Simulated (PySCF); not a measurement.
Order these species by their calculated properties.

Species are written as SMILES; each is one conformer at its optimised geometry, gas phase, non-relativistic unless stated; the electronic structure was computed with PySCF and density fitting.

The conformers computed, where there is a choice (atom-mapped SMILES and torsion angles):
- `[N:1]#[C:2][CH2:3][SiH:4]1[CH2:5][CH2:6]1`: C2–C3–Si4–C5 -168°
- `[CH:1]#[C:2][C@H:3]([C:4]#[O+:5])[CH:6]([F:7])[F:8]`: C2–C3–C6–F7 -74°
- `[CH:1]#[C:2][Si@@H:3]([NH2:4])[CH:5]=[CH2:6]`: C2–Si3–C5–C6 122°, H–N4–Si3–C2 77°, H–N4–Si3–C2 -62°
- `[F:1][CH2:2][SiH2:3][NH:4][Si@H:5]([F:6])[N:7]([SiH3:8])[SiH3:9]`: F1–C2–Si3–N4 -51°, C2–Si3–N4–Si5 -171°, Si3–N4–Si5–F6 -29°, N4–Si5–N7–Si8 127°
- `[CH3:1]/[C:2](=[CH:3]/[S@:4]([CH3:5])=[O:6])[S:7][SiH3:8]`: C2–C3–S4–C5 68°, C1–C2–S7–Si8 -132°

**Question.** Rank by HOMO energy, highest first (PBE0/def2-SVPD at GFN2-xTB geometries).
A. `C1C[SiH]1CC#N`
B. `C(C)#C/C=N/[SiH3]`
C. `C#C[Si@@H](N)C=C`
D. `FC(F)[C@@H](C#[O+])C#C`

**Answer.** B (-7.09 eV), A (-7.24 eV), C (-7.52 eV), D (-13.88 eV).

**Question.** Rank by lowest singlet excitation, lowest first (TDDFT PBE0/def2-SVPD at GFN2-xTB geometries).
A. `N#CC[SiH]1CC1`
B. `CC#C/C=N/[SiH3]`
C. `C#C[Si@@H](N)C=C`
D. `C/N=C\C#C[SiH3]`

**Answer.** B (3.71 eV), D (4.19 eV), C (5.78 eV), A (6.41 eV).

**Question.** By how much do the two ends of that ranking differ?

**Answer.** By 2.70 eV, between `N#CC[SiH]1CC1` and `CC#C/C=N/[SiH3]`.

**Question.** Rank by lowest triplet excitation (Tamm–Dancoff), highest first (TDA PBE0/def2-SVPD at GFN2-xTB geometries).
A. `C/N=C\C#C[SiH3]`
B. `CC#C/C=N/[SiH3]`
C. `N#CC[SiH]1CC1`
D. `C(#C)[C@@H](C(F)F)C#[O+]`
E. `C#C[Si@@H](N)C=C`

**Answer.** C (5.03 eV), E (4.32 eV), D (3.90 eV), A (3.41 eV), B (3.14 eV).

**Question.** Rank by static isotropic polarisability, lowest first (PBE0/def2-SVPD at GFN2-xTB geometries).
A. `N#CC[SiH]1CC1`
B. `C/N=C\C#C[SiH3]`
C. `C#C[C@H](C#[O+])C(F)F`
D. `CC#C/C=N/[SiH3]`

**Answer.** C (56.7 au), A (76.8 au), B (87.0 au), D (90.6 au).

**Question.** By how much do the two ends of that ranking differ?

**Answer.** By 33.9 au, between `CC#C/C=N/[SiH3]` and `C#C[C@H](C#[O+])C(F)F`.

**Question.** Rank by smallest rotational constant, lowest first (GFN2-xTB).
A. `C#C[Si@@H](N)C=C`
B. `FC[SiH2]N[Si@H](F)N([SiH3])[SiH3]`
C. `C/N=C\C#C[SiH3]`
D. `C/C(=C/[S@](C)=O)S[SiH3]`
E. `N#CC[SiH]1CC1`
F. `C#C[C@H](C#[O+])C(F)F`

**Answer.** B (0.360 GHz), D (0.830 GHz), C (0.969 GHz), F (1.103 GHz), E (1.369 GHz), A (1.437 GHz).

**Question.** By how much do the two ends of that ranking differ?

**Answer.** By 1.077 GHz, between `C#C[Si@@H](N)C=C` and `FC[SiH2]N[Si@H](F)N([SiH3])[SiH3]`.

**Question.** Rank by electronic spatial extent ⟨r²⟩ about the centre of nuclear charge, highest first (PBE0/def2-SVPD at GFN2-xTB geometries).
A. `C#C[Si@@H](N)C=C`
B. `CC#C/C=N/[SiH3]`
C. `C/N=C\C#C[SiH3]`
D. `[O+]#C[C@@H](C#C)C(F)F`
E. `N#CC[SiH]1CC1`

**Answer.** B (1321 bohr²), C (1166 bohr²), D (931 bohr²), E (887 bohr²), A (856 bohr²).
